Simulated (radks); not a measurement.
The mean radii <r> (bohr) of the occupied orbitals of an atom or ion are listed with their occupations. All-electron calculation, Dirac Kohn-Sham, LDA (Slater exchange, Perdew-Wang correlation), spin-unpolarised, spherical densities, point nucleus. Program: a radial shooting solver on a logarithmic mesh with Libxc functionals.

orbital  occ.      <r>
1s1/2       2  0.05628
2s1/2       2   0.2558
2p1/2       2   0.2231
2p3/2       4   0.2262
3s1/2       2   0.7752
3p1/2       2   0.8104
3p3/2       4   0.8204
3d3/2       4    1.067
3d5/2       3    1.075
4s1/2       2    2.870

Name the element and its charge. Open shells, if any, fill j = l - 1/2 first.

Answer. Z = 27, cobalt, charge 0: Co in [Ar] 3d7 4s2. The 1s radius gives Z: for a bare nucleus <r> = (2 gamma + 1)/(2Z) with gamma = sqrt(1 - (Z/c)^2), 0.05483 bohr for Z = 27, and screening makes it slightly larger (0.05628 here). The occupations add up to 27, and the charge is Z minus that.
